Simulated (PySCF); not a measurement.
# Bond curve of AlAs⁺

Set-up: basis Al def2-TZVPPD, As def2-TZVPPD; no relativity; PySCF 2.14. Energies in eV from Al⁺ + As in their ground configurations at the same level. State: ⁴Σ⁻ (quartet), unpaired electrons σ ↑, π ↑↑.

All columns are r²SCAN. A positive dipole points towards As; it is taken about the centre of mass and depends on that origin.

```tsv
R (Å)	E (eV)	μ (D)	Mulliken charge on Al (basis-dependent)	HOMO (eV)	LUMO (eV)	Mayer bond order	⟨S²⟩
2.228	-0.644	-4.46	0.75	-11.82	-10.28	1.41	3.76
2.332	-0.865	-4.71	0.77	-11.85	-10.03	1.30	3.76
2.436	-0.966	-4.96	0.80	-11.87	-9.80	1.18	3.76
2.513	-0.990	-5.14	0.81	-11.87	-9.78	1.09	3.76
2.591	-0.984	-5.33	0.82	-11.87	-9.78	0.99	3.77
2.669	-0.960	-5.53	0.82	-11.86	-9.76	0.90	3.77
2.772	-0.909	-5.80	0.83	-11.84	-9.71	0.78	3.77
2.902	-0.833	-6.18	0.83	-11.69	-9.60	0.65	3.77
3.057	-0.739	-6.70	0.83	-11.49	-9.43	0.53	3.77
3.265	-0.623	-7.50	0.83	-11.23	-9.19	0.42	3.76
```

A fit through these points gives, at Re = 2.534 Å, μ = -5.19 D and dμ/dR = -2.40 D/Å; the reduced mass is 19.84 u.

Problem. How strong is the fundamental in the double-harmonic approximation, I = 42.26·(dμ/dR)²/μred km/mol?

Solution. I = 42.26·(-2.40)²/19.84 = 12.3 km/mol at r²SCAN.

Spin–orbit coupling is left out. For an ion De counts to the pair picked by the measured ionisation energies or electron affinities, which need not be the lowest pair at this level. The state was picked by a PBE0 search and need not be the measured ground state.
